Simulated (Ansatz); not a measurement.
Job for Ansatz (a program for electronic structure): U-r2SCAN/aug-cc-pVTZ on CH4Be (SMILES [BeH][CH3]), a point of a bond scan (R = 1.465 Å).

Ansatz 0.2 input:
```yaml
crystal:
  periodic: [false, false, false]
  atoms:
    - {symbol: Be, position_ang: [-0.93852540, -0.49476050, -0.13416384]}
    - {symbol: H, position_ang: [-2.22412127, -1.17248544, -0.31794201]}
    - {symbol: C, position_ang: [0.53116533, 0.28001333, 0.07593101]}
    - {symbol: H, position_ang: [1.01548029, -0.00621365, 1.01576467]}
    - {symbol: H, position_ang: [0.42177910, 1.36971531, 0.09486335]}
    - {symbol: H, position_ang: [1.23709912, 0.04633441, -0.72832381]}
basis:
  gaussian:
    orbitals: aug-cc-pVTZ
hamiltonian:
  xc: {name: r2SCAN}
magnetization: {spin_polarized: true, initial_magnetization: 0}
```

The head of its log:

```
WARN ansatz: RAYON_NUM_THREADS=1 ignored (pool sized by the plan → 1); use --threads N
Functional definition: r2SCAN
integrals: 0.05 GiB planned
639 factors; their error is unknown
mean field: 0.81 GiB planned
mean field evaluation 1: about -1494.0458 eV, gradient 4.3e1 eV
mean field evaluation 2: about -1487.2672 eV, gradient 5.0e1 eV
```

### Question
What total energy does the run end on?

### Answer
-55.2140 hartree.
